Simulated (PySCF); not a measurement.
The numbers are results of PySCF 2.14.0 with M06-2X/def2-TZVP // PBE0-D3(BJ)/def2-SVP, not measurements. Isolated molecules, 0 K electronic values unless said otherwise. One relaxed conformer stands for a flexible species; it need not be the lowest. Excitations are Tamm–Dancoff values on a coarser integration grid. The basis has no diffuse functions, so Rydberg states are missing or too high.

Reference species (SMILES): `[SiH3][C@H]1[C@H]2CC[C@@H]1CC2` (neutral, multiplicity 1).

* **S1–T1 gap (TDA)**: 0.51 eV
* **S1 excitation (TDA)**: 8.11 eV
* **T1 excitation (TDA)**: 7.60 eV

Changed species: `[SiH3][C@]12CC[C@H](CC1)C2`.

**Question.** Predict the effect on the S1–T1 gap (TDA), S1 excitation (TDA) and T1 excitation (TDA).

**Answer.** the S1–T1 gap (TDA) drops by 0.06 eV, to 0.45 eV; the S1 excitation (TDA) drops by 0.19 eV, to 7.92 eV; the T1 excitation (TDA) drops by 0.13 eV, to 7.47 eV.
